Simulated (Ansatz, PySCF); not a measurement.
Caution: the highest occupied level lies above zero, so the state may not be bound. Caution: the restricted solution is unstable towards spin-unrestricted or complex orbitals, so a lower solution exists and this singlet may not be the ground state. This singlet lies 0.37 eV below the relaxed triplet at the level frozen-core CCSD(T)/aug-cc-pVDZ // PBE0-D3(BJ)/def2-TZVPD (Ansatz, an electronic-structure program); other levels give the other order.

Z-matrix (Å, degrees):
```
Al
N 1 1.8223
H 2 1.0080 1 123.88
H 2 1.0083 3 110.26 1 179.91
Al 1 2.5926 2 121.36 3 179.79
H 5 1.6458 1 116.94 2 117.40
H 5 1.6460 6 105.13 1 -131.31
```
Charge -1, spin multiplicity 1.

**Question.** What HOMO and total energy does PBE0-D3(BJ)/def2-TZVPD run with PySCF give?

**Answer.** 
| Property | Result |
|---|---|
| HOMO | 0.13 eV |
| total energy | -541.7819 Ha |
